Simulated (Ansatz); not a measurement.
CoSi6, relaxed as a doublet with UKS r2SCAN-D4/def2-SVP in Ansatz, starting from the GFN2-xTB geometry. Force threshold 0.02 eV/Å.

The charge 0 doublet is spin-contaminated (final ⟨S²⟩ up to 1.05, 0.75 for a pure state). The relaxation made no stability test and no search for a lower SCF solution. At r2SCAN-D4/def2-SVP a quartet of charge 0 lies 0.21 eV below the doublet, each at its own geometry. The structure comes from a short search, and lower isomers may exist.

Start:

Cartesian coordinates in Å:
```
Co -1.502 -1.346 -0.224
Si 1.044 -0.211 1.039
Si -1.028 0.529 -1.271
Si 0.502 -2.251 -0.081
Si 1.791 1.737 0.170
Si 0.321 2.304 -1.500
Si -1.128 -0.760 1.867
```

Q: Estimate the energy that the relaxation releases and the steps that it takes.

A: 234.8 kJ/mol, in 32 steps; 5.5 min on 4 threads of Arm Neoverse V1 on a shared host. No frequencies were taken in this run, so the end may be a saddle point.

Q: Does the start keep its bonding?

A: Bonds formed: Co1–Si6, Si2–Si3, Si3–Si4, Si3–Si5, Si5–Si7, Si6–Si7 (atoms count from 1).

Q: Predict the relaxed structure.

A: 
Cartesian coordinates in Å:
```
Co -1.349 -0.659 -0.272
Si 1.079 -0.745 1.093
Si 0.641 -0.094 -1.226
Si 0.220 -2.329 -0.511
Si 1.286 1.578 0.376
Si -0.976 1.664 -0.872
Si -0.901 0.585 1.412
```
Bond lengths: 10 × Si–Si 2.38 to 2.61 Å; 5 × Co–Si 2.14 to 2.79 Å.
